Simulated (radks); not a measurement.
Question: Species: neutral gallium. Configuration: [Ar] 3d10 4s2 4p1. Method: scalar-relativistic Kohn-Sham, PBE, spin-polarised, spherical densities, finite nucleus; open shells are filled with parallel spins first; Fermi nuclear charge, rms radius 3.9973 fm; hard spherical wall at 2 bohr; computed with a radial shooting solver on a logarithmic mesh with Libxc functionals. Some entries of the table are withheld. Estimate them.

orbital  occ.  eigenvalue (Ry)  r(max) (bohr)  <1/r> (bohr^-1)
1s up       1        -748.2158        0.03179            31.30
1s down     1        -748.1945        0.03179            31.30
2s up       1        -89.35290         0.1825            6.840
2s down     1        -89.34012         0.1825            6.840
2p up       3        -77.31116         0.1465            6.709
2p down     3        -77.29002         0.1466            6.709
3s up       1         -8.01304         0.5687            2.147
3s down     1         -7.98504         0.5690            2.147
3p up       3         -4.42312         0.5732            1.988
3p down     3         -4.39145         0.5736            1.989
3d up       5          1.46801         0.5478            1.674
3d down     5          1.50858         0.5481            1.680
4s up       1          4.46323          1.350            1.160
4s down     1          4.58815          1.348            1.162
4p up       1          5.97972            (1)              (2)
4p down     0          6.10514            (3)              (4)
4d up       0          8.61330          1.424            1.276
4d down     0          8.72936          1.422            1.273
5s up       0         18.79655          1.645            1.415
5s down     0         18.86258          1.645            1.414
5p up       0         20.17565          1.652            1.424
5p down     0         20.23963          1.652            1.424

Answer: 
(1) 4p up r(max) (bohr): 1.382
(2) 4p up <1/r> (bohr^-1): 1.189
(3) 4p down r(max) (bohr): 1.380
(4) 4p down <1/r> (bohr^-1): 1.190
